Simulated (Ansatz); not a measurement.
Born–Oppenheimer molecular dynamics of C₃H₉ClFNSi (16 atoms, charge 0, multiplicity 1). It starts from a relaxed structure.

Computed with Ansatz 0.2.0, RKS r2SCAN-D4/STO-3G.

```yaml
ensemble: NVT, Nosé–Hoover chain
time_step: 0.5 fs
steps_asked: 75
set_temperature: 3000 K
thermostat: time constant 3 fs, chain length 1
seed: 987660
```

Frames 0.5 fs apart, positions in Å, forces in eV/Å.

Velocities at 20.0 fs (Å/ps):

```
Si 2.31 -7.37 7.90
C 18.93 17.16 -0.21
H 12.64 74.54 -39.08
H -6.30 19.74 -92.60
H -30.12 -36.43 -17.25
F 15.75 14.34 10.34
Cl -4.50 -14.25 -5.25
N -7.76 -2.45 -10.76
C -13.52 3.51 5.73
H -127.47 16.18 -65.25
H -22.98 -113.00 135.23
H -38.99 50.27 88.74
C 2.89 17.18 -3.86
H -11.17 -13.69 19.27
H 46.66 66.12 -14.28
H -16.59 -44.53 -115.37
```

```xyz
16
Properties=species:S:1:pos:R:3:forces:R:3 time_fs=20.0 energy_less_start_eV=3.899 T=4205
Si 0.025 -0.194 -0.020 1.22 2.71 1.14
C 0.372 0.247 1.746 -1.93 -0.38 2.46
H -0.490 0.724 2.303 0.72 -0.80 -0.78
H 0.629 -0.676 2.289 -0.10 0.12 0.14
H 1.193 0.932 1.919 0.57 0.29 -0.64
F 1.508 0.548 -0.515 -2.27 -1.77 -0.79
Cl -1.644 1.211 -0.623 1.26 -1.18 0.25
N -0.369 -2.041 -0.313 -4.16 1.22 -2.15
C -2.082 -2.266 0.095 1.39 1.42 4.46
H -2.429 -3.324 0.345 1.29 0.82 -0.79
H -2.125 -1.704 1.139 -0.30 -1.20 -2.19
H -2.862 -1.792 -0.581 1.24 -0.41 0.61
C -0.779 -1.636 -1.816 1.25 -1.34 -1.13
H -1.787 -1.437 -1.812 -3.07 0.60 -0.16
H -0.462 -0.716 -2.248 1.91 1.31 -0.40
H -0.708 -2.350 -2.623 0.98 -1.43 -0.03
16
Properties=species:S:1:pos:R:3:forces:R:3 time_fs=20.5 energy_less_start_eV=4.120 T=4339
Si 0.027 -0.198 -0.016 1.31 2.97 0.97
C 0.381 0.256 1.746 -3.61 -0.45 1.45
H -0.483 0.760 2.282 0.83 -1.10 -0.69
H 0.626 -0.666 2.242 0.05 -0.67 0.95
H 1.179 0.914 1.909 1.95 1.31 -0.43
F 1.516 0.555 -0.510 -2.41 -1.88 -0.79
Cl -1.646 1.204 -0.625 1.27 -1.17 0.28
N -0.373 -2.043 -0.319 -4.13 1.13 -1.94
C -2.088 -2.264 0.099 1.12 1.17 5.33
H -2.492 -3.314 0.311 1.64 0.73 -0.84
H -2.137 -1.763 1.205 -0.10 -1.15 -2.95
H -2.880 -1.767 -0.535 1.22 -0.06 0.35
C -0.778 -1.627 -1.818 1.35 -1.77 -3.23
H -1.797 -1.443 -1.802 -2.61 0.68 -0.27
H -0.436 -0.681 -2.256 1.27 0.08 0.11
H -0.715 -2.375 -2.681 0.86 0.17 1.70
16
Properties=species:S:1:pos:R:3:forces:R:3 time_fs=21.0 energy_less_start_eV=4.614 T=4222
Si 0.028 -0.202 -0.012 1.40 3.22 0.78
C 0.390 0.265 1.747 -5.24 -0.55 0.44
H -0.473 0.796 2.260 0.86 -1.34 -0.54
H 0.622 -0.657 2.196 0.20 -1.51 1.73
H 1.168 0.898 1.899 3.37 2.34 -0.22
F 1.523 0.562 -0.504 -2.53 -1.98 -0.79
Cl -1.648 1.196 -0.628 1.28 -1.15 0.31
N -0.379 -2.043 -0.325 -4.07 1.06 -1.72
C -2.095 -2.262 0.103 0.85 0.79 5.99
H -2.553 -3.303 0.274 1.97 0.65 -0.87
H -2.150 -1.826 1.265 0.09 -1.00 -3.56
H -2.896 -1.741 -0.487 1.18 0.30 0.12
C -0.776 -1.619 -1.821 1.02 -1.79 -4.67
H -1.813 -1.448 -1.793 -1.80 0.71 -0.42
H -0.406 -0.645 -2.264 0.65 -1.02 0.54
H -0.720 -2.399 -2.737 0.79 1.26 2.89
16
Properties=species:S:1:pos:R:3:forces:R:3 time_fs=21.5 energy_less_start_eV=5.234 T=3939
Si 0.029 -0.205 -0.008 1.46 3.44 0.56
C 0.398 0.273 1.747 -6.44 -0.58 -0.39
H -0.462 0.828 2.235 0.80 -1.50 -0.33
H 0.620 -0.652 2.154 0.31 -2.21 2.35
H 1.166 0.889 1.887 4.49 3.10 -0.07
F 1.531 0.569 -0.499 -2.64 -2.07 -0.79
Cl -1.650 1.188 -0.631 1.29 -1.13 0.33
N -0.385 -2.044 -0.331 -3.99 1.01 -1.50
C -2.102 -2.260 0.109 0.58 0.32 6.43
H -2.610 -3.290 0.234 2.27 0.59 -0.89
H -2.162 -1.892 1.318 0.27 -0.78 -4.01
H -2.909 -1.715 -0.439 1.14 0.64 -0.07
C -0.774 -1.611 -1.825 0.42 -1.61 -5.53
H -1.833 -1.451 -1.785 -0.81 0.71 -0.60
H -0.374 -0.611 -2.270 0.09 -1.89 0.85
H -0.724 -2.421 -2.787 0.75 1.96 3.65
16
Properties=species:S:1:pos:R:3:forces:R:3 time_fs=22.0 energy_less_start_eV=5.802 T=3612
Si 0.031 -0.208 -0.003 1.51 3.62 0.33
C 0.405 0.282 1.748 -6.77 -0.47 -0.90
H -0.448 0.857 2.210 0.64 -1.57 -0.07
H 0.617 -0.652 2.118 0.34 -2.56 2.76
H 1.175 0.886 1.875 4.93 3.29 -0.05
F 1.538 0.576 -0.494 -2.73 -2.16 -0.79
Cl -1.652 1.181 -0.634 1.30 -1.11 0.36
N -0.391 -2.045 -0.338 -3.90 0.97 -1.29
C -2.108 -2.257 0.116 0.32 -0.15 6.62
H -2.661 -3.276 0.193 2.54 0.54 -0.88
H -2.174 -1.960 1.361 0.43 -0.53 -4.31
H -2.920 -1.687 -0.390 1.13 0.92 -0.19
C -0.771 -1.603 -1.830 -0.26 -1.40 -5.95
H -1.855 -1.452 -1.778 0.17 0.71 -0.79
H -0.343 -0.581 -2.274 -0.37 -2.52 1.05
H -0.726 -2.438 -2.828 0.72 2.39 4.09
16
Properties=species:S:1:pos:R:3:forces:R:3 time_fs=22.5 energy_less_start_eV=6.196 T=3339
Si 0.033 -0.210 0.001 1.54 3.76 0.08
C 0.410 0.291 1.748 -6.07 -0.26 -1.10
H -0.433 0.882 2.184 0.40 -1.53 0.22
H 0.616 -0.658 2.088 0.29 -2.44 2.95
H 1.195 0.891 1.864 4.51 2.83 -0.14
F 1.545 0.582 -0.489 -2.80 -2.23 -0.80
Cl -1.654 1.173 -0.636 1.30 -1.08 0.38
N -0.398 -2.045 -0.345 -3.79 0.96 -1.09
C -2.114 -2.255 0.124 0.07 -0.57 6.59
H -2.706 -3.260 0.149 2.75 0.51 -0.86
H -2.185 -2.029 1.394 0.57 -0.26 -4.47
H -2.927 -1.657 -0.343 1.16 1.13 -0.23
C -0.769 -1.595 -1.836 -0.89 -1.24 -6.07
H -1.877 -1.452 -1.773 1.02 0.72 -0.95
H -0.312 -0.557 -2.276 -0.74 -2.94 1.16
H -0.726 -2.449 -2.859 0.69 2.64 4.33
16
Properties=species:S:1:pos:R:3:forces:R:3 time_fs=23.0 energy_less_start_eV=6.387 T=3159
Si 0.035 -0.212 0.006 1.55 3.85 -0.17
C 0.414 0.299 1.748 -4.51 -0.08 -1.07
H -0.417 0.903 2.160 0.07 -1.38 0.54
H 0.616 -0.670 2.066 0.16 -1.89 2.94
H 1.225 0.903 1.852 3.40 1.89 -0.28
F 1.551 0.588 -0.484 -2.87 -2.30 -0.81
Cl -1.656 1.165 -0.639 1.31 -1.05 0.40
N -0.406 -2.046 -0.352 -3.67 0.96 -0.91
C -2.121 -2.252 0.134 -0.17 -0.91 6.33
H -2.744 -3.244 0.104 2.90 0.50 -0.83
H -2.194 -2.098 1.415 0.69 0.01 -4.51
H -2.932 -1.624 -0.296 1.23 1.23 -0.21
C -0.767 -1.588 -1.843 -1.42 -1.16 -5.97
H -1.897 -1.450 -1.771 1.69 0.73 -1.09
H -0.283 -0.541 -2.275 -1.03 -3.18 1.18
H -0.724 -2.454 -2.879 0.67 2.78 4.44
16
Properties=species:S:1:pos:R:3:forces:R:3 time_fs=23.5 energy_less_start_eV=6.414 T=3062
Si 0.037 -0.214 0.010 1.55 3.89 -0.40
C 0.417 0.307 1.748 -2.52 -0.09 -0.96
H -0.402 0.920 2.137 -0.30 -1.14 0.87
H 0.615 -0.686 2.050 0.00 -1.04 2.83
H 1.264 0.920 1.840 1.95 0.77 -0.40
F 1.557 0.594 -0.480 -2.92 -2.35 -0.82
Cl -1.658 1.157 -0.641 1.31 -1.02 0.42
N -0.414 -2.046 -0.359 -3.54 0.98 -0.73
C -2.127 -2.250 0.145 -0.39 -1.15 5.86
H -2.775 -3.226 0.057 2.99 0.51 -0.79
H -2.202 -2.167 1.426 0.79 0.26 -4.42
H -2.934 -1.589 -0.250 1.34 1.22 -0.13
C -0.766 -1.581 -1.851 -1.81 -1.16 -5.73
H -1.911 -1.446 -1.771 2.16 0.76 -1.19
H -0.257 -0.533 -2.272 -1.25 -3.27 1.14
H -0.721 -2.452 -2.889 0.64 2.83 4.45
16
Properties=species:S:1:pos:R:3:forces:R:3 time_fs=24.0 energy_less_start_eV=6.322 T=3029
Si 0.039 -0.216 0.014 1.55 3.89 -0.60
C 0.420 0.316 1.747 -0.53 -0.34 -0.86
H -0.387 0.935 2.116 -0.70 -0.84 1.18
H 0.615 -0.704 2.042 -0.16 -0.08 2.65
H 1.306 0.938 1.826 0.50 -0.25 -0.46
F 1.563 0.599 -0.475 -2.96 -2.40 -0.84
Cl -1.659 1.149 -0.644 1.31 -0.99 0.43
N -0.423 -2.046 -0.366 -3.39 1.01 -0.57
C -2.133 -2.248 0.156 -0.56 -1.28 5.20
H -2.798 -3.207 0.009 3.01 0.55 -0.73
H -2.208 -2.233 1.426 0.86 0.50 -4.20
H -2.933 -1.552 -0.205 1.48 1.09 -0.01
C -0.764 -1.575 -1.861 -2.06 -1.23 -5.37
H -1.921 -1.441 -1.774 2.44 0.78 -1.26
H -0.235 -0.532 -2.265 -1.40 -3.24 1.05
H -0.716 -2.444 -2.888 0.62 2.81 4.37
16
Properties=species:S:1:pos:R:3:forces:R:3 time_fs=24.5 energy_less_start_eV=6.135 T=3048
Si 0.041 -0.217 0.018 1.54 3.85 -0.77
C 0.422 0.324 1.747 1.21 -0.76 -0.78
H -0.374 0.947 2.099 -1.05 -0.51 1.44
H 0.615 -0.723 2.040 -0.30 0.84 2.44
H 1.349 0.955 1.812 -0.75 -1.06 -0.45
F 1.568 0.604 -0.471 -3.00 -2.44 -0.85
Cl -1.661 1.142 -0.646 1.31 -0.95 0.45
N -0.432 -2.046 -0.373 -3.24 1.05 -0.41
C -2.139 -2.247 0.169 -0.68 -1.29 4.34
H -2.814 -3.188 -0.039 2.97 0.61 -0.65
H -2.211 -2.298 1.416 0.90 0.71 -3.82
H -2.928 -1.512 -0.161 1.62 0.85 0.12
C -0.764 -1.568 -1.871 -2.20 -1.34 -4.87
H -1.925 -1.434 -1.779 2.55 0.82 -1.29
H -0.216 -0.539 -2.257 -1.48 -3.07 0.91
H -0.710 -2.429 -2.876 0.59 2.70 4.19
16
Properties=species:S:1:pos:R:3:forces:R:3 time_fs=25.0 energy_less_start_eV=5.863 T=3109
Si 0.043 -0.218 0.022 1.53 3.79 -0.91
C 0.425 0.331 1.746 2.53 -1.24 -0.70
H -0.363 0.958 2.085 -1.30 -0.22 1.64
H 0.613 -0.739 2.044 -0.40 1.62 2.23
H 1.390 0.969 1.797 -1.72 -1.64 -0.39
F 1.572 0.609 -0.467 -3.03 -2.47 -0.87
Cl -1.662 1.134 -0.649 1.31 -0.92 0.46
N -0.442 -2.045 -0.381 -3.08 1.10 -0.25
C -2.146 -2.246 0.182 -0.72 -1.18 3.26
H -2.822 -3.167 -0.089 2.87 0.68 -0.55
H -2.212 -2.360 1.397 0.92 0.87 -3.26
H -2.919 -1.471 -0.117 1.74 0.52 0.26
C -0.763 -1.562 -1.882 -2.24 -1.46 -4.21
H -1.922 -1.425 -1.788 2.50 0.85 -1.29
H -0.200 -0.553 -2.246 -1.47 -2.77 0.72
H -0.703 -2.408 -2.855 0.56 2.47 3.87
16
Properties=species:S:1:pos:R:3:forces:R:3 time_fs=25.5 energy_less_start_eV=5.526 T=3195
Si 0.046 -0.218 0.026 1.51 3.69 -1.02
C 0.428 0.339 1.746 3.41 -1.65 -0.60
H -0.356 0.968 2.075 -1.41 -0.02 1.75
H 0.611 -0.751 2.054 -0.46 2.23 2.02
H 1.426 0.979 1.782 -2.43 -2.00 -0.31
F 1.577 0.613 -0.463 -3.05 -2.49 -0.89
Cl -1.664 1.126 -0.651 1.32 -0.88 0.47
N -0.452 -2.045 -0.388 -2.91 1.15 -0.10
C -2.152 -2.245 0.196 -0.66 -0.94 1.95
H -2.824 -3.145 -0.140 2.71 0.77 -0.43
H -2.211 -2.418 1.371 0.91 0.95 -2.48
H -2.907 -1.429 -0.073 1.82 0.14 0.39
C -0.763 -1.557 -1.894 -2.22 -1.55 -3.31
H -1.914 -1.414 -1.800 2.29 0.89 -1.26
H -0.189 -0.574 -2.233 -1.36 -2.31 0.49
H -0.694 -2.381 -2.825 0.55 2.03 3.33
```

Of the whole run (38 fs, mean temperature of the second half 3076 K): The conserved energy stayed within 2.9 meV per atom of its start (net change 1.4 meV per atom), so the integration is sound. A run of 0.037 ps of so small a system gives no equilibrium averages. Limits of this set-up: minimal basis.

Time of the run: 13 min on 1 thread of Intel(R) Xeon(R) Platinum 8259CL CPU @ 2.50GHz (Skylake/Cascade Lake), on a shared host, peak memory 0.17 GiB.
